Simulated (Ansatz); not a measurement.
Reaction (ligand exchange at a B–O bond): `OBS` + `[AlH2][SH]` → `[AlH2][S]BS` + H₂O

Isolated molecules relaxed with PBE0-D4/def2-TZVP in Ansatz; ΔE leaves out vibrations. CBS: MP2 limit from def2 TZ/QZ plus the TZ coupled-cluster correction, frozen cores. This one scheme is used for every species. Functionals use def2-TZVPP. Each species was taken in one conformer, which may not be the lowest.

```tsv
level	ΔE (kcal/mol)
r2SCANh-D4	14.9
r2SCAN0-D4	14.9
BHLYP	18.4
MP2/def2-QZVPP	12.5
```

Question: What does CCSD(T)/CBS give? (An estimate is asked.)

Answer: Ansatz gave: +13.5 kcal/mol. The listed levels differ from it by 1.4, 1.4, 4.9, -1.0 kcal/mol.

Largest T1 diagnostic among the species: 0.014.

At CCSD(T), def2-SVP lies +5.9 kcal/mol from the extrapolated value and def2-TZVPP +1.3 kcal/mol. In def2-TZVPP, CCSD(T) changes the Hartree–Fock value by −6.0 kcal/mol (the triples alone add −1.2 kcal/mol) and MP2 by −7.5 kcal/mol.
